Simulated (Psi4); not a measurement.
CH2F (SMILES [CH2]F), doublet, at a GFN2-xTB geometry; HF/def2-SVP (Psi4).

Input for Psi4:
```
memory 2 GB

molecule {
0 2
C     0.00052334    0.46021569    0.46078947
F    -0.00116407   -0.45465534   -0.50735425
H    -0.95081668    0.65452567    0.91257266
H     0.95815328    0.67607827    0.88887881
}

set {
  basis def2-svp
  reference uhf
  puream true
}

energy('scf')
print_variables()
```

Q: Write the output that Psi4 gives for this input, abridged.

A: 
```
   => Loading Basis Set <=

    Name: DEF2-SVP
    Role: ORBITAL
    Keyword: BASIS

         ---------------------------------------------------------
                                   SCF
               by Justin Turney, Rob Parrish, Andy Simmonett
                          and Daniel G. A. Smith
                              UHF Reference
         ---------------------------------------------------------

  ==> Geometry <==

    Molecular point group: c1
    Full point group: C1

    Geometry (in Angstrom), charge = 0, multiplicity = 2:

       Center              X                  Y                   Z               Mass
    ------------   -----------------  -----------------  -----------------  -----------------
         C            0.000779030569     0.513954054038     0.530271973291    12.000000000000
         F           -0.000908379431    -0.400916975962    -0.437871746709    18.998403162730
         H           -0.950560989431     0.708264034038     0.982055163291     1.007825032230
         H            0.958408970569     0.729816634038     0.958361313291     1.007825032230

  Running in c1 symmetry.

  Rotational constants: A =      9.00166  B =      1.04189  C =      0.93753 [cm^-1]
  Rotational constants: A = 269862.89097  B =  31235.06422  C =  28106.51031 [MHz]
  Nuclear repulsion =   32.336043407467749

  Charge       = 0
  Multiplicity = 2
  Electrons    = 17
  Nalpha       = 9
  Nbeta        = 8

  ==> Algorithm <==

  SCF Algorithm Type is DF.
  DIIS enabled.
  MOM disabled.
  Fractional occupation disabled.
  Guess Type is SAD.
  Energy threshold   = 1.00e-06
  Density threshold  = 1.00e-06
  Integral threshold = 1.00e-12

  ==> Primary Basis <==

  Basis Set: DEF2-SVP
    Blend: DEF2-SVP
    Number of shells: 18
    Number of basis functions: 38
    Number of Cartesian functions: 40
    Spherical Harmonics?: true
    Max angular momentum: 2

   => Loading Basis Set <=

    Name: (DEF2-SVP AUX)
    Role: JKFIT
    Keyword: DF_BASIS_SCF

  ==> Integral Setup <==

  SCF_SUBTYPE=INCORE selected. In-core MEM_DF algorithm will be used.
  Using in-core AOs.

  ==> MemDFJK: Density-Fitted J/K Matrices <==

    J tasked:                   Yes
    K tasked:                   Yes
    wK tasked:                   No
    Algorithm:                 Core
    Schwarz Cutoff:           1E-12
    Mask sparsity (%):       0.0000
    Fitting Condition:        1E-10

   => Auxiliary Basis Set <=

  Basis Set: (DEF2-SVP AUX)
[...]
   @DF-UHF iter   8:  -138.29564392160125   -3.55286e-07   4.38943e-06 DIIS
   @DF-UHF iter   9:  -138.29564396455677   -4.29555e-08   1.24506e-06 DIIS
   @DF-UHF iter  10:  -138.29564396827297   -3.71620e-09   3.28231e-07 DIIS
  Energy and wave function converged.

  ==> Post-Iterations <==

   @Spin Contamination Metric:   1.089318970E-02
   @S^2 Expected:                7.500000000E-01
   @S^2 Observed:                7.608931897E-01
   @S   Expected:                5.000000000E-01
   @S   Observed:                5.000000000E-01

    Orbital Energies [Eh]
    ---------------------

    Alpha Occupied:

[...]
    Alpha Virtual:

[...]
    Beta Occupied:

[...]
    Beta Virtual:

[...]
    Final Occupation by Irrep:
              A
    DOCC [     8 ]
    SOCC [     1 ]
    NA   [     9 ]
    NB   [     8 ]

  @DF-UHF Final Energy:  -138.29564396827297

   => Energetics <=

    Nuclear Repulsion Energy =             32.3360434074677485
    One-Electron Energy =                -255.3713111208153919
    Two-Electron Energy =                  84.7396237450746810
    Total Energy =                       -138.2956439682729695

  UHF NO Occupations:
  HONO-2 :    7  A 1.9991229
  HONO-1 :    8  A 1.9963709
  HONO-0 :    9  A 1.0000000
  LUNO+0 :   10  A 0.0036291
  LUNO+1 :   11  A 0.0008771
  LUNO+2 :   12  A 0.0005774
  LUNO+3 :   13  A 0.0003486

Computation Completed

Properties will be evaluated at   0.000000,   0.000000,   0.000000 [a0]

Properties computed using the SCF density matrix

 Multipole Moments:

 ------------------------------------------------------------------------------------
     Multipole            Electronic (a.u.)      Nuclear  (a.u.)        Total (a.u.)
 ------------------------------------------------------------------------------------

 L = 1.  Multiply by 2.5417464519 to convert [e a0] to [Debye]
 Dipole X            :         -0.0056034            0.0082142            0.0026108
 Dipole Y            :         -1.3361328            1.7263635            0.3902307
 Dipole Z            :         -1.6668365            2.2321494            0.5653129
 Magnitude           :                                                    0.6869246

 ------------------------------------------------------------------------------------

  Variable Map:
  ----------------------------------------------------------------------------
[...]
  Array Variable Map:
  ----------------------------------------------------------------------------
[...]
[...]
```
